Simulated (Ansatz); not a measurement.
`B[SiH](B)O` and `B[SiH](B)CF` differ in one atom or group.

Ansatz, PBE0-D4/def2-TZVP geometries, multiplicity 1. Each molecule was computed in one conformer, which needn't be the lowest.

```
                                          property  `B[SiH](B)O`
             HOMO energy (ωB97M-V/def2-TZVPP) / eV         -9.85
                LUMO energy (PBE0/def2-TZVPP) / eV         -2.75
size of the dipole moment (ωB97M-V/def2-TZVPP) / D          1.16
               HOMO–LUMO gap (PBE/def2-TZVPP) / eV          2.81
    size of the dipole moment (PBE/def2-TZVPP) / D          1.15
             LUMO energy (ωB97M-V/def2-TZVPP) / eV         -0.82
```

Task: What does the change do to each property? (Estimate.)

Result: Computed: 
| property | `B[SiH](B)CF` | shift |
| --- | --- | --- |
| HOMO energy (ωB97M-V/def2-TZVPP) / eV | -10.03 | -0.18 |
| LUMO energy (PBE0/def2-TZVPP) / eV | -3.01 | -0.26 |
| size of the dipole moment (ωB97M-V/def2-TZVPP) / D | 1.40 | 0.24 |
| HOMO–LUMO gap (PBE/def2-TZVPP) / eV | 2.82 | 0.01 |
| size of the dipole moment (PBE/def2-TZVPP) / D | 1.31 | 0.16 |
| LUMO energy (ωB97M-V/def2-TZVPP) / eV | -1.09 | -0.27 |

With PBE0 the HOMO falls by 0.19 eV and the LUMO falls by 0.26 eV, so the gap narrows by about 0.07 eV. PBE moves the HOMO by -0.26 eV and ωB97M-V by -0.18 eV. Dipoles are sizes alone; their direction can turn.
